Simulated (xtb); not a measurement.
C₅H₅Cl, SMILES C(C/C=C/Cl)#C. All values are semi-empirical tight-binding results from xtb (GFN2-xTB unless named), good for trends rather than for accurate numbers. Coordinates come from a GFN2-xTB optimisation. The structure was generated by enumeration; whether it is a known compound was not checked. Other conformers were not sampled.

```json
{
 "orbital_gap": "4.65 eV",
 "dipole_moment": "1.81 D",
 "zero_point_energy": "49.1 kcal/mol",
 "G − E(el) at 298.15 K (modified RRHO)": "29.3 kcal/mol",
 "static polarisability (D4 model)": "69.4 bohr³",
 "solvation energy, GFN2-xTB/ALPB(water)": "-2.6 kcal/mol",
 "solvation energy, GFN2-xTB/ALPB(hexane)": "-5.8 kcal/mol"
}
```
